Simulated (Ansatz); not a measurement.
The first iterations of a band of ClH5OW (8 atoms, charge 0, multiplicity 1).

Method: RKS PBE-D4/def2-SVP in Ansatz 0.2.0.

| Item | Value |
| --- | --- |
| movable images | 2 |
| climbing image | yes |
| spring | 5.0 eV/Å² |
| optimiser | quadratic models (default) |
| start path | through a guess of the saddle point |
| force threshold | 0.03 eV/Å |
| iteration limit | 60 |
| end points | relaxed |

Image 0:

```xyz
8
Properties=species:S:1:pos:R:3
W -0.078 -0.004 0.582
Cl 1.155 -0.018 2.535
H 1.457 0.011 -0.118
H 0.287 1.432 -0.209
O -1.905 -0.052 -0.025
H -2.564 -0.065 0.705
H 0.328 -1.425 -0.211
H 0.044 -0.005 -1.093
```

Image 3:

```xyz
8
Properties=species:S:1:pos:R:3
W -0.005 0.030 0.263
Cl 0.933 -0.731 2.295
H 1.088 1.237 0.682
H 0.508 1.074 -0.982
O -1.767 0.474 0.605
H -2.509 -0.161 0.694
H 0.514 -1.548 -0.037
H -0.039 -0.501 -1.355
```

| iteration | highest image above the first end (eV) | largest band force component (eV/Å) |
| --- | --- | --- |
| 1 | 3.277 | 8.895 |
| 2 | 1.447 | 4.147 |
| 3 | 0.590 | 1.752 |
| 4 | 0.106 | 0.567 |

Problem. Does the band converge within its limit, and where does its top end?

Solution. The run converged. It ended after 14 iterations with the highest image 0.014 eV above the first end. Another band between the same ends (7 images) ends at a top of the same energy, where a vibrational analysis finds 1 clearly imaginary mode. So few images can step over the top or miss a turn of the path.

Run time: 100 s on 1 thread of Arm Neoverse V2 (shared host), peak memory 0.12 GiB.
